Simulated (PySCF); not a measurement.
YOF, SMILES [O]=[Y][F]. Heavy atoms are numbered as in [Y:1](=[O:2])[F:3].

Coordinates come from a PBE0-D3(BJ)/def2-TZVP optimisation. The def2 effective core potentials stand for the cores of Y; spin–orbit coupling is left out.

Computed with PBE0/def2-TZVPD run with PySCF.

Mulliken values depend strongly on the basis, most of all with diffuse functions as here. ESP charges are fitted to the potential on shells at 1.4 to 2.0 van der Waals radii. Atomic charges (e), one atom of each kind:

| atom | Mulliken | ESP fit |
|---|---|---|
| Y1 | 1.48 | (withheld) |
| O2 | -0.82 | (withheld) |
| F3 | -0.66 | (withheld) |

Task: Fill in the missing entries. (The exact figures need the calculation; the answer reports its results.)

Result: 
- Y1, ESP fit: 1.56
- O2, ESP fit: -0.92
- F3, ESP fit: -0.64
